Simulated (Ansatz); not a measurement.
```yaml
crystal:
  periodic: [false, false, false]
  atoms:
    - {symbol: Mg, position_ang: [1.957684, 1.665091, -0.971244]}
    - {symbol: Mg, position_ang: [3.291469, 1.284850, 1.755429]}
    - {symbol: Mg, position_ang: [-3.399114, -1.348874, -1.752812]}
    - {symbol: Mg, position_ang: [0.755616, -0.283143, 1.682835]}
    - {symbol: Mg, position_ang: [-0.280015, 0.780078, -2.165027]}
    - {symbol: Mg, position_ang: [-1.280219, -0.749675, -0.115245]}
    - {symbol: Mg, position_ang: [-2.459626, -2.324706, 1.769256]}
    - {symbol: O, position_ang: [3.437624, 2.110930, 0.128063]}
    - {symbol: O, position_ang: [-3.073463, -1.924133, 0.023774]}
    - {symbol: O, position_ang: [0.416378, 0.356785, -0.217061]}
    - {symbol: O, position_ang: [-1.857425, -0.286048, -1.991502]}
    - {symbol: O, position_ang: [1.122450, 1.887248, -2.666451]}
    - {symbol: O, position_ang: [-0.865491, -1.330704, 1.758555]}
    - {symbol: O, position_ang: [2.234131, 0.162302, 2.761430]}
basis:
  gaussian: {orbitals: def2-TZVPD, initial_orbitals: start.molden}
total_charge: -1
magnetization: {spin_polarized: true, initial_magnetization: 1}
hamiltonian: {xc: pbe0, dispersion: d4}
scf: {omitted_lower_state_checks: [starts]}
output: {orbitals: {seedname: orbitals}}
```

The file start.molden holds the orbitals of an earlier run on this structure, at another level or in another basis.

```sh
$ ansatz run in.yaml --threads 4 --pin off --events-out ev --progress --plain --max-ram 6963MiB
```

Problem. Does this run fit into the memory that it is given?

Solution. No. It has 525 basis functions, and Ansatz plans for 11 GiB where 7 GiB are given.
